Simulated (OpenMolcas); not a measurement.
Pt4+ (d6) in a complex was computed by CASSCF with the d shell active (OpenMolcas, ANO-RCC-VTZP on the metal). Its lowest spin-free states, and all those of the highest spin:

```tsv
2S+1	Degeneracy	E (cm-1)
1	1	0.0
3	3	22867
3	3	28388
1	3	28595
5	3	36771
1	3	38542
3	3	51971
3	3	52359
3	2	55504
3	3	55557
3	3	57829
1	3	58789
5	2	67688
```

Task: Is the site octahedral, tetrahedral or cube-like, axial, or of lower symmetry?

Result: The states with 2S+1 = 5 have orbital degeneracies 3, 2. Threefold states need a cubic site. For d6 at this spin an octahedron puts the threefold T2 below the twofold E and a tetrahedron or cube puts the twofold E below the threefold T2, so the site is octahedral. The first gap at this spin, 30900 cm-1, is |10Dq| in ligand-field theory. The run had Pt4+ with 6 ligands (fluoride) in octahedral coordination (Oh) at 1.94 Å. A charge of +0.333 e stands 2.6 Å behind each ligand. Ligand basis ANO-RCC-VDZP.

Without dynamic correlation the repulsion within the d shell is too large (B by tens of per cent), so at a given field states of lower spin stand too high. The least metal-like active orbital is 70 % on the metal (Löwdin) and no ligand orbital is active, so the numbers are rough, and ground spin, moment and any spin crossover can be artefacts of this space; highly charged d ions in such sites are as a rule low spin. With metal d orbitals alone the field can be off either way by tens of per cent. Ligand-to-metal charge-transfer states are missing. With no ligand orbital active B as a rule stays too high, so bands that hang on it stand too high and its fall with covalency is understated. No measured value stands beside these numbers; the geometry is a model, was not optimised and need not be the one that this ion takes.
